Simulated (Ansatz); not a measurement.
Start from `CBC(N)C#N` and change one atom or group to get `N#CC(N)O[SiH3]`.

Ansatz, PBE0-D4/def2-TZVP geometries, multiplicity 1. Each molecule was computed in one conformer, which needn't be the lowest.

```tsv
property	`CBC(N)C#N`
size of the dipole moment (B3LYP/def2-TZVPP) / D	4.38
HOMO energy (PBE/def2-TZVPP) / eV	-6.10
LUMO energy (B3LYP/def2-TZVPP) / eV	-1.67
HOMO–LUMO gap (B3LYP/def2-TZVPP) / eV	5.69
HOMO–LUMO gap (PBE0/def2-TZVPP) / eV	6.16
size of the dipole moment (ωB97M-V/def2-TZVPP) / D	4.37
```

(1) Give the same properties after the change, and the shifts. (Estimate.)

Results:

(1) The calculation gave: 
| property | `N#CC(N)O[SiH3]` | shift |
| --- | --- | --- |
| size of the dipole moment (B3LYP/def2-TZVPP) / D | 2.33 | -2.05 |
| HOMO energy (PBE/def2-TZVPP) / eV | -6.67 | -0.57 |
| LUMO energy (B3LYP/def2-TZVPP) / eV | -0.56 | 1.11 |
| HOMO–LUMO gap (B3LYP/def2-TZVPP) / eV | 7.37 | 1.68 |
| HOMO–LUMO gap (PBE0/def2-TZVPP) / eV | 7.86 | 1.70 |
| size of the dipole moment (ωB97M-V/def2-TZVPP) / D | 2.28 | -2.09 |

With PBE0 the HOMO falls by 0.58 eV and the LUMO rises by 1.12 eV, so the gap widens by about 1.70 eV. PBE moves the HOMO by -0.57 eV and ωB97M-V by -0.59 eV. Dipoles are sizes alone; their direction can turn.

B3LYP here is the variant with VWN-RPA as its local correlation; programs differ in this.
